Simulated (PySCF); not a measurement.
Mapped SMILES: `[CH2:1]=[N:2][c:3]1[cH:4][cH:5][c:6]([Cl:7])[n:8][cH:9]1`. Each H is labelled by its parent atom. Ha(C1) is cis to C3; Hb(C1) is trans to C3.

- PBE0/pcSseg-1 with gauge-including orbitals
- coordinates at the GFN2-xTB level
- program: PySCF 2.14.0 with density-fitted response routines
- non-relativistic, one computed conformer, isolated molecule

List the cross peaks expected in HSQC, COSY and HMBC spectra.

Answers



HSQC (one-bond C–H):
| δH | δC |
| --- | --- |
| 7.86 (H(C9)) | 139.9 (C9) |
| 7.67 (Ha(C1)) | 155.8 (C1) |
| 7.63 (H(C4)) | 138.2 (C4) |
| 7.48 (Hb(C1)) | 155.8 (C1) |
| 7.47 (H(C5)) | 129.5 (C5) |

COSY cross peaks (H two or three bonds apart, from the bond graph; peaks can be absent where the dihedral angle is near 90°):
| δH | δH |
| --- | --- |
| 7.67 (Ha(C1)) | 7.48 (Hb(C1)) |
| 7.63 (H(C4)) | 7.47 (H(C5)) |

HMBC (two and three bonds, from the bond graph):
| δH | δC |
| --- | --- |
| 7.86 (H(C9)) | 159.2 (C6), 150.6 (C3), 138.2 (C4) |
| 7.67 (Ha(C1)) | 150.6 (C3) |
| 7.63 (H(C4)) | 159.2 (C6), 150.6 (C3), 139.9 (C9), 129.5 (C5) |
| 7.48 (Hb(C1)) | 150.6 (C3) |
| 7.47 (H(C5)) | 159.2 (C6), 150.6 (C3), 138.2 (C4) |

References, each an isolated molecule treated in the same way: ¹H, ¹³C against TMS.

Short H···H contacts in this conformer between protons four or more bonds apart (candidates for NOE cross peaks, intensity ∝ r⁻⁶): Ha(C1)···H(C9) 2.72 Å.

Carbons that carry Cl, above all several Cl atoms, come out too deshielded, partly because spin–orbit coupling is missing. Shifts are as computed. Against solution values, carbons near 30 ppm lie about +3 ppm off and those near 130 ppm about +5 ppm; carbons on Cl a further +6 ppm. Of 1211 compounds with measured shifts, 218 miss one by over three times the rms of a fit or turn the order of signals round; such compounds aren't used in these exercises.
